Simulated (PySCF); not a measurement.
**Correlation energy of N²⁺ (nitrogen, charge +2)**

[He] 2s1 2p2, high-spin 4P determinant (an excited configuration). Calculation: PySCF 2.14, in x2c-TZVPPall (5s3p2d1f, 31 functions); the spin-free X2C one-electron Hamiltonian (Gaussian nucleus). Frozen: nothing; 5 electrons correlated.

```
  level  correlation energy (mhartree)
   CCSD                         -32.63
    (T)                          -0.05
CCSD(T)                         -32.68
  CCSDT                         -32.69
```

Diagnostics: T1 = 0.00085, D1 = 0.0019, largest double amplitude 0.022.

Is a single reference adequate?

Yes: T1 lies below 0.03 and no double amplitude reaches 0.07.

This basis was not built for core-valence correlation, so the inner-shell part is incomplete.
